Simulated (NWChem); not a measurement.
Molecule: Si2N2H8; SMILES N[SiH2][SiH2]N

```xyz
12

Si    -0.5681    -1.2288    -0.2093
N      0.9990    -1.7476     0.3208
Si    -0.4974     1.0735     0.2415
N      1.1076     1.5591    -0.2642
H     -1.6540    -1.9375     0.5400
H     -0.8710    -1.4576    -1.6687
H      1.7414    -1.0566     0.2669
H      1.3446    -2.6873     0.1651
H     -1.6412     1.8163    -0.3948
H     -0.5723     1.3451     1.7106
H      1.3366     1.4726    -1.2500
H      1.4724     2.4381     0.0907
```
Atoms are numbered in this order, from 1.

Level: PBE0/def2-SVP (NWChem), optimised geometry, unscaled harmonic frequencies. 

**Question.** List the harmonic frequencies with IR intensities, and the thermochemistry.

**Answer.** 
```csv
frequency (cm⁻¹),IR intensity (km/mol)
60,1.2
122,1.2
185,2.4
272,4.8
286,55.2
408,131.6
420,46.8
431,51.9
490,136.1
569,21.2
679,27.9
711,20.2
755,27.9
792,60.9
831,199.5
858,61.8
897,258.0
945,35.1
958,61.7
990,103.4
1534,49.8
1552,33.8
2146,137.3
2167,202.4
2210,115.9
2226,119.3
3586,26.4
3593,22.5
3682,27.7
3703,47.1
```

```yaml
zero_point_energy: 54.4 kcal/mol
thermal correction to the enthalpy at 298.15 K (with zero-point energy): 59.9 kcal/mol
heat capacity Cv: 27.9 cal/(mol K)
entropy at 298.15 K and 1 atm (symmetry number 1): 84.7 cal/(mol K)
dipole_moment: 2.13 D
```

Rigid rotor and harmonic oscillator; modes under 100 cm⁻¹ make the entropy uncertain.
